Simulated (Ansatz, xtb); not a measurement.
## C6H5NO2: which of two isomers lies lower

We compare X, `N#CC1=C(O)CC(=O)C1`, a singlet, with Y, `N#C[C@@H]1CC(=O)C=C1O`, a singlet. Both are isolated molecules in the gas phase, relaxed with r2SCAN-D4/def2-SVP; the shapes shown needn't be the lowest conformers.

X (Å):

```yaml
atoms:
  - { symbol: C, position_ang: [-0.5138, 2.3515, -0.2618] }
  - { symbol: C, position_ang: [-0.0593, 1.0327, -0.4863] }
  - { symbol: C, position_ang: [0.8623, 0.4342, 0.3277] }
  - { symbol: C, position_ang: [1.1920, -0.9534, -0.0989] }
  - { symbol: C, position_ang: [0.3171, -1.1594, -1.3427] }
  - { symbol: C, position_ang: [-0.4931, 0.1165, -1.6024] }
  - { symbol: N, position_ang: [-0.8578, 3.4458, -0.0331] }
  - { symbol: O, position_ang: [1.4575, 0.9443, 1.4020] }
  - { symbol: O, position_ang: [0.2741, -2.1610, -2.0069] }
  - { symbol: H, position_ang: [1.1375, 1.8524, 1.5478] }
  - { symbol: H, position_ang: [2.2614, -1.0848, -0.3449] }
  - { symbol: H, position_ang: [0.9594, -1.7078, 0.6745] }
  - { symbol: H, position_ang: [-0.2655, 0.5004, -2.6134] }
  - { symbol: H, position_ang: [-1.5721, -0.1218, -1.5950] }
```

Y (Å):

```yaml
atoms:
  - { symbol: C, position_ang: [-1.1214, 1.1827, 0.7617] }
  - { symbol: C, position_ang: [-0.3910, 0.0835, 0.1329] }
  - { symbol: C, position_ang: [1.0345, -0.1382, 0.6838] }
  - { symbol: C, position_ang: [1.9498, -0.1609, -0.5533] }
  - { symbol: C, position_ang: [1.1271, 0.1567, -1.7256] }
  - { symbol: C, position_ang: [-0.1660, 0.3125, -1.3519] }
  - { symbol: N, position_ang: [-1.6877, 2.0568, 1.2782] }
  - { symbol: O, position_ang: [3.1374, -0.3991, -0.5206] }
  - { symbol: O, position_ang: [-1.2479, 0.6025, -2.0662] }
  - { symbol: H, position_ang: [-1.0145, -0.8245, 0.2456] }
  - { symbol: H, position_ang: [1.3528, 0.6814, 1.3466] }
  - { symbol: H, position_ang: [1.1354, -1.0747, 1.2517] }
  - { symbol: H, position_ang: [1.5302, 0.2332, -2.7373] }
  - { symbol: H, position_ang: [-1.0029, 0.7449, -2.9933] }
```

Quicker runs give these differences E(Y) − E(X): GFN2-xTB +6.76 kJ/mol; HF/STO-3G +24.59 kJ/mol (at GFN2-xTB geometries); r2SCAN-D4/def2-SVP//GFN2-xTB +8.15 kJ/mol.

**Question.** Estimate E(Y) − E(X) at the level CCSD(T)/def2-SVP + ΔMP2/def2-TZVPP.

**Answer.** CCSD(T)/def2-SVP + ΔMP2/def2-TZVPP gives E(Y) − E(X) = −0.36 kJ/mol, slightly favouring structure Y, which is too small a margin to settle the true order.

The same difference at several levels:

```tsv
level	geometry	E(Y) − E(X) (kJ/mol)	departure from the last row (kJ/mol)	job, with rough time for the two
GFN2-xTB	GFN2-xTB	+6.76	+7.12	optimisation, 0.15 s
HF/STO-3G	GFN2-xTB	+24.59	+24.95	single point, 0.71 s
r2SCAN-D4/def2-SVP//GFN2-xTB	GFN2-xTB	+8.15	+8.51	single point, 8.7 s
r2SCAN-D4/def2-SVP	r2SCAN-D4/def2-SVP	+7.31	+7.67	optimisation, 88 s
HF/def2-SVP	r2SCAN-D4/def2-SVP	+2.20	+2.56	part of the CCSD(T) run
MP2/def2-SVP	r2SCAN-D4/def2-SVP	+3.57	+3.93	part of the CCSD(T) run
CCSD(T)/def2-SVP	r2SCAN-D4/def2-SVP	+4.54	+4.90	single point
CCSD(T)/def2-SVP + ΔMP2/def2-TZVPP	r2SCAN-D4/def2-SVP	−0.36		single point, 4.5 min
```

As drawn, both hold the same kinds of bond in the same numbers.

The largest departure from CCSD(T)/def2-SVP + ΔMP2/def2-TZVPP is that of HF/STO-3G, 24.95 kJ/mol. The last row adds to CCSD(T) the change of the MP2 difference between the two basis sets, here −4.90 kJ/mol.

With thermal terms from frequencies at re-optimised GFN2-xTB minima (ideal gas, soft modes damped towards free rotors, one conformer each, 298.15 K, 1 atm): the zero-point term adds +1.97 kJ/mol; ΔH is +1.20 and ΔG +2.00 kJ/mol.

The correlated steps freeze 9 core orbitals. Mirror images aren't counted in ΔG. Codes used: Ansatz 0.2.0, xtb 6.7.1; the last row on 2 threads of Arm Neoverse V2 on a shared host.
